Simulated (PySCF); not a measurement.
H$_{6}$NSi$_{2}$ (SMILES [SiH3][N][SiH3]), doublet, geometry from GFN2-xTB; BLYP/6-31G in PySCF.

PySCF was given this input:
```python
from pyscf import gto, scf, dft

mol = gto.Mole()
mol.atom = '''
    Si    1.66704058   -0.21564473    0.06340929
    N     0.00000000    0.00000000    0.00000000
    Si   -1.66704058    0.21564473   -0.06340929
    H     2.07133989   -1.10699091   -1.03241083
    H     2.31973004    1.09264605   -0.08201896
    H     2.01821156   -0.81474582    1.35821990
    H    -2.29077909   -0.60334976    0.98491125
    H    -2.14890177   -0.20387251   -1.38650896
    H    -1.96960063    1.63631295    0.15780760
'''
mol.basis = '6-31g'
mol.spin = 1
mol.verbose = 4
mol.build()

mf = dft.UKS(mol)
mf.xc = 'blyp'
mf.grids.atom_grid = (30, 110)
mf.kernel()
mf.analyze()
```

### Question
Write the output that PySCF gives for this input, abridged.

### Answer

```
PySCF version 2.14.0

[INPUT] verbose = 4
[INPUT] num. atoms = 9
[INPUT] num. electrons = 41
[INPUT] charge = 0
[INPUT] spin (= nelec alpha-beta = 2S) = 1
[INPUT] symmetry False subgroup None
[INPUT] Mole.unit = angstrom
[INPUT] Symbol           X                Y                Z      unit          X                Y                Z       unit  Magmom
[...]
nuclear repulsion = 144.623811545373
number of shells = 31
number of NR pGTOs = 138
number of NR cGTOs = 47
basis = 6-31g
ecp = {}

******** <class 'pyscf.dft.uks.UKS'> ********
method = UKS
initial guess = minao
damping factor = 0
level_shift factor = 0
DIIS = <class 'pyscf.scf.diis.CDIIS'>
diis_start_cycle = 1
diis_space = 8
diis_damp = 0
SCF conv_tol = 1e-09
SCF conv_tol_grad = None
SCF max_cycles = 50
direct_scf = True
direct_scf_tol = 1e-13
number electrons alpha = 21  beta = 20
XC library pyscf.dft.libxc version 7.1.2
    S. Lehtola, C. Steigemann, M. J. T. Oliveira, and M. A. L. Marques,  SoftwareX 7, 1–5 (2018)
XC functionals = blyp
    A. D. Becke,  Phys. Rev. A 38, 3098 (1988)
    C. Lee, W. Yang, and R. G. Parr,  Phys. Rev. B 37, 785 (1988)
    B. Miehlich, A. Savin, H. Stoll, and H. Preuss,  Chem. Phys. Lett. 157, 200 (1989)
radial grids:
    Treutler-Ahlrichs [JCP 102, 346 (1995); DOI:10.1063/1.469408] (M4) radial grids

becke partition: Becke, JCP 88, 2547 (1988); DOI:10.1063/1.454033
pruning grids: <function nwchem_prune>
grids dens level: 3
symmetrized grids: False
atomic radii adjust function: <function treutler_atomic_radii_adjust>
User specified grid scheme (30, 110)
small_rho_cutoff = 0
Set gradient conv threshold to 3.16228e-05
tot grids = 22200
init E= -637.159373009637

cycle= 1 E= -637.032399231732  delta_E= 0.127  |g|= 0.375  |ddm|= 1.92
cycle= 2 E= -636.629808784734  delta_E= 0.403  |g|= 0.93  |ddm|= 1.96

cycle= 3 E= -637.103157442092  delta_E= -0.473  |g|= 0.0688  |ddm|= 1.35
cycle= 4 E= -637.105394078864  delta_E= -0.00224  |g|= 0.0542  |ddm|= 0.191
cycle= 5 E= -637.107617211916  delta_E= -0.00222  |g|= 0.005  |ddm|= 0.0908
cycle= 6 E= -637.107635784472  delta_E= -1.86e-05  |g|= 0.0012  |ddm|= 0.0115
cycle= 7 E= -637.107636855616  delta_E= -1.07e-06  |g|= 0.000299  |ddm|= 0.00266
cycle= 8 E= -637.107636942261  delta_E= -8.66e-08  |g|= 9.36e-05  |ddm|= 0.000876
cycle= 9 E= -637.107636952325  delta_E= -1.01e-08  |g|= 2.62e-05  |ddm|= 0.000428
cycle= 10 E= -637.107636953291  delta_E= -9.67e-10  |g|= 7.64e-06  |ddm|= 9.53e-05
Extra cycle  E= -637.107636953931  delta_E= -6.4e-10  |g|= 8.12e-06  |ddm|= 0.000175
converged SCF energy = -637.107636953931  <S^2> = 0.75307245  2S+1 = 2.0030701
**** SCF Summaries ****
Total Energy =                        -637.107636953930978
Nuclear Repulsion Energy =             144.623811545373201
One-electron Energy =                -1167.415373217480465
Two-electron Energy =                  385.683924718176286
Two-electron Coulomb Energy =          436.637348803154339
DFT Exchange-Correlation Energy =      -50.953424084978060
**** MO energy ****
                             alpha | beta                alpha | beta
[...]
To work with the spin densities directly, `use mulliken_meta_spin()` only printing them here.

 ** Mulliken spin pop alpha/beta on meta-lowdin orthogonal AOs **
 ** Mulliken Spin Density (per AO)  **
spin_pop of  0 Si 1s        0.00000
spin_pop of  0 Si 2s        0.00000
spin_pop of  0 Si 3s       -0.00845
spin_pop of  0 Si 4s        0.00002
spin_pop of  0 Si 2px      -0.00000
spin_pop of  0 Si 2py       0.00000
spin_pop of  0 Si 2pz      -0.00000
spin_pop of  0 Si 3px      -0.01702
spin_pop of  0 Si 3py      -0.00820
spin_pop of  0 Si 3pz      -0.02214
spin_pop of  0 Si 4px      -0.00054
spin_pop of  0 Si 4py      -0.00022
spin_pop of  0 Si 4pz       0.00141
spin_pop of  1 N 1s       -0.00001
spin_pop of  1 N 2s        0.02389
spin_pop of  1 N 3s       -0.00001
spin_pop of  1 N 2px       0.01786
spin_pop of  1 N 2py       0.02301
spin_pop of  1 N 2pz       0.79676
spin_pop of  1 N 3px      -0.00001
spin_pop of  1 N 3py      -0.00086
spin_pop of  1 N 3pz       0.00645
spin_pop of  2 Si 1s        0.00000
spin_pop of  2 Si 2s        0.00000
spin_pop of  2 Si 3s       -0.00845
spin_pop of  2 Si 4s        0.00002
spin_pop of  2 Si 2px      -0.00000
spin_pop of  2 Si 2py       0.00000
spin_pop of  2 Si 2pz      -0.00000
spin_pop of  2 Si 3px      -0.01784
spin_pop of  2 Si 3py      -0.00725
spin_pop of  2 Si 3pz      -0.02228
spin_pop of  2 Si 4px      -0.00054
spin_pop of  2 Si 4py      -0.00022
spin_pop of  2 Si 4pz       0.00140
spin_pop of  3 H 1s        0.06113
spin_pop of  3 H 2s        0.00024
spin_pop of  4 H 1s       -0.00305
spin_pop of  4 H 2s       -0.00022
spin_pop of  5 H 1s        0.06326
spin_pop of  5 H 2s        0.00025
spin_pop of  6 H 1s        0.03964
spin_pop of  6 H 2s        0.00008
spin_pop of  7 H 1s        0.07831
spin_pop of  7 H 2s        0.00037
spin_pop of  8 H 1s        0.00340
spin_pop of  8 H 2s       -0.00018
 ** Mulliken Spin Density (per atom)  **
spin density of  0 Si =     -0.05515
spin density of  1 N =      0.86707
spin density of  2 Si =     -0.05516
spin density of  3 H =      0.06137
spin density of  4 H =     -0.00327
spin density of  5 H =      0.06351
spin density of  6 H =      0.03972
spin density of  7 H =      0.07869
spin density of  8 H =      0.00322
 ** Mulliken pop alpha/beta on meta-lowdin orthogonal AOs **
 ** Mulliken pop       alpha | beta **
In total            21.00000 | 20.00000
 ** Mulliken atomic charges   ( Nelec_alpha | Nelec_beta ) **
charge of  0Si =      0.49019  (     6.72733      6.78248 )
charge of  1N =     -0.56630  (     4.21669      3.34962 )
charge of  2Si =      0.49035  (     6.72725      6.78240 )
charge of  3H =     -0.05800  (     0.55969      0.49832 )
charge of  4H =     -0.09245  (     0.54459      0.54786 )
charge of  5H =     -0.05664  (     0.56007      0.49657 )
charge of  6H =     -0.06978  (     0.55475      0.51503 )
charge of  7H =     -0.04834  (     0.56351      0.48482 )
charge of  8H =     -0.08903  (     0.54612      0.54291 )
Dipole moment(X, Y, Z, Debye): -0.04443, -0.37435, -0.10996
```
